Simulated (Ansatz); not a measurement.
Cost and result for the atomization energy of CH7AlBGaSi (`[BH2][Ga]1[CH2][SiH2][AlH]1`) (12 atoms, 12 bonds).

Cartesian coordinates in Å:
```
B 2.340 -0.662 -1.690
Ga 0.891 0.077 -0.449
C -1.101 0.310 -0.643
Si -1.696 -0.069 1.111
Al 0.450 0.731 2.000
H 3.012 0.055 -2.376
H 2.634 -1.824 -1.683
H -1.239 1.384 -0.834
H -1.574 -0.241 -1.459
H -3.088 0.370 1.428
H -1.669 -1.558 1.290
H 1.040 1.426 3.306
```

The species carries charge 0 and has multiplicity 1. Correlated methods include outer-core shells of Ga, which these sets cover unevenly. Scalar relativity is left out up to krypton. All single points use the PBE0-D4/def2-TZVP geometry. Program: Ansatz. All runs use 4 threads of a server CPU on a shared host. Times are those of one run each, without the atoms' runs, and a repeat can differ threefold. Electronic energies, without spin–orbit coupling; frozen cores. CCSD(T)/CBS adds CCSD(T) − MP2 in def2-TZVPP to the MP2 limit, and its time is that of the two runs behind it. T1 = 0.015. With those shells the extrapolation isn't a true limit.

CCSD(T)/CBS is a level of theory with its own doubt, some kJ/mol a heavy atom from the limit and from the frozen cores, so smaller differences don't rank the functionals.

```tsv
level	functions	wall time
LDA (SPW92)/def2-TZVPP	292	2.2 s
BLYP-D4/def2-TZVPP	292	3.8 s
PBE-D4/def2-TZVPP (with forces)	292	4.2 s
BHLYP-D4/def2-TZVPP	292	6.5 s
CAM-B3LYP-D4/def2-TZVPP	292	7.5 s
r2SCAN-D4/def2-TZVPP (with forces)	292	8.5 s
B2PLYP/def2-TZVPP	292	12 s
ωB97X-V/def2-TZVPP	292	15 s
CCSD(T)/def2-SVP	131	16 s
ωB97M-V/def2-TZVPP (with forces)	292	23 s
MP2/def2-QZVPP	553	51 s
CCSD(T)/def2-TZVPP	292	5.5 min
CCSD(T)/CBS(def2)	–	6.4 min
```

(1) What atomization energy does each give, and how far from CCSD(T)/CBS? (Best estimate.)

Answers

(1) Ansatz gave: 
```json
{"level": "LDA (SPW92)/def2-TZVPP", "atomization (kJ/mol)": "4021.2", "difference from CCSD(T)/CBS": "442.9", "per bond": "36.9"}
{"level": "BLYP-D4/def2-TZVPP", "atomization (kJ/mol)": "3516.4", "difference from CCSD(T)/CBS": "-61.9", "per bond": "-5.2"}
{"level": "PBE-D4/def2-TZVPP (with forces)", "atomization (kJ/mol)": "3597.7", "difference from CCSD(T)/CBS": "19.4", "per bond": "1.6"}
{"level": "BHLYP-D4/def2-TZVPP", "atomization (kJ/mol)": "3513.4", "difference from CCSD(T)/CBS": "-64.9", "per bond": "-5.4"}
{"level": "CAM-B3LYP-D4/def2-TZVPP", "atomization (kJ/mol)": "3567.5", "difference from CCSD(T)/CBS": "-10.8", "per bond": "-0.9"}
{"level": "r2SCAN-D4/def2-TZVPP (with forces)", "atomization (kJ/mol)": "3609.5", "difference from CCSD(T)/CBS": "31.2", "per bond": "2.6"}
{"level": "B2PLYP/def2-TZVPP", "atomization (kJ/mol)": "3516.1", "difference from CCSD(T)/CBS": "-62.2", "per bond": "-5.2"}
{"level": "ωB97X-V/def2-TZVPP", "atomization (kJ/mol)": "3599.2", "difference from CCSD(T)/CBS": "20.9", "per bond": "1.7"}
{"level": "CCSD(T)/def2-SVP", "atomization (kJ/mol)": "3369.2", "difference from CCSD(T)/CBS": "-209.1", "per bond": "-17.4"}
{"level": "ωB97M-V/def2-TZVPP (with forces)", "atomization (kJ/mol)": "3569.2", "difference from CCSD(T)/CBS": "-9.1", "per bond": "-0.8"}
{"level": "MP2/def2-QZVPP", "atomization (kJ/mol)": "3559.4", "difference from CCSD(T)/CBS": "-18.9", "per bond": "-1.6"}
{"level": "CCSD(T)/def2-TZVPP", "atomization (kJ/mol)": "3498.9", "difference from CCSD(T)/CBS": "-79.4", "per bond": "-6.6"}
{"level": "CCSD(T)/CBS(def2)", "atomization (kJ/mol)": "3578.3", "difference from CCSD(T)/CBS": "0.0", "per bond": "0.0"}
```

At CCSD(T), def2-SVP lies −209.1 kJ/mol from the extrapolated value and def2-TZVPP −79.4 kJ/mol: correlation converges slowly with the basis, and small sets miss more of it in the bonded molecule than in its fragments. From PBE to PBE0 (25 % exact exchange), in def2-TZVPP and without D4, the atomization energy moves by −14.5 kJ/mol: exact exchange takes away binding that semilocal exchange gives to molecules. In def2-TZVPP, CCSD(T) changes the Hartree–Fock value by +814.2 kJ/mol (the triples alone add +48.2 kJ/mol) and MP2 by +828.6 kJ/mol; breaking electron pairs costs correlation energy, which Hartree–Fock lacks.
